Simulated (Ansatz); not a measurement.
Species: C2HCl3, charge 0, singlet. C2HCl3 (1,1,2-trichloroethene, SMILES ClC=C(Cl)Cl).
B3LYP-D3(BJ)/def2-TZVP minimum from Ansatz (a first-principles code):
```
C
C 1 1.3292
H 2 1.0787 1 120.82
Cl 1 1.7162 2 124.31 3 -180.00
Cl 2 1.7170 3 115.14 1 180.00
Cl 1 1.7297 2 120.07 3 0.00
```

Total energies in hartree (Ansatz). UHF or UKS for unpaired electrons; spin-orbit terms are left out. Cores are frozen in correlated methods. No relativity. For partners of very few electrons the exact lower level stands in for a higher one. The restricted determinant of C2HCl3 (ClC=C(Cl)Cl, singlet) is unstable towards broken spin symmetry in at least one set run.

```tsv
species	HF/cc-pV(T+d)Z	CCSD(T)/cc-pV(T+d)Z	HF/cc-pV(Q+d)Z	CCSD(T)/cc-pV(Q+d)Z	CCSD(T)/cc-pV(D+d)Z	CCSDT(Q)/cc-pV(D+d)Z
1: C2HCl3 (1,1,2-trichloroethene, SMILES C(Cl)(Cl)=CCl)	-1454.86297	-1455.84118	-1454.87875	-1455.93390	-1455.54610	-1455.54907
2: Cl (doublet)	-459.48556	-459.67356	-459.48916	-459.69449	-459.60403	-459.60445
3: C (triplet)	-37.69157	-37.78076	-37.69331	-37.78654	-37.76038	-37.76071
4: H (doublet)	-0.49981	-0.49981	-0.49995	-0.49995	-0.49928	-0.49928
```

Task: Work out the atomisation energy (electronic, to ground-state atoms) in kJ/mol: take Hartree-Fock from cc-pV(Q+d)Z, extrapolate the CCSD(T) correlation energy as X^-3 (X = 3, 4), and add CCSDT(Q) - CCSD(T) in cc-pV(D+d)Z. 1 hartree = 2625.5 kJ/mol.

Result: 
Species 1: correlation (64·(-1.05515) - 27·(-0.97821))/37 = -1.11130; step -0.00297; E1 = -1454.87875 + (-1.11130) + (-0.00297) = -1455.99302
Species 2: correlation (64·(-0.20533) - 27·(-0.18800))/37 = -0.21798; step -0.00042; E2 = -459.48916 + (-0.21798) + (-0.00042) = -459.70756
Species 3: correlation (64·(-0.09323) - 27·(-0.08919))/37 = -0.09618; step -0.00033; E3 = -37.69331 + (-0.09618) + (-0.00033) = -37.78982
Species 4: correlation (64·(0.00000) - 27·(0.00000))/37 = 0.00000; step +0.00000; E4 = -0.49995 + (0.00000) + (+0.00000) = -0.49995
-1·E1 +3·E2 +2·E3 +1·E4 = 0.79075 hartree = 2076.1 kJ/mol.
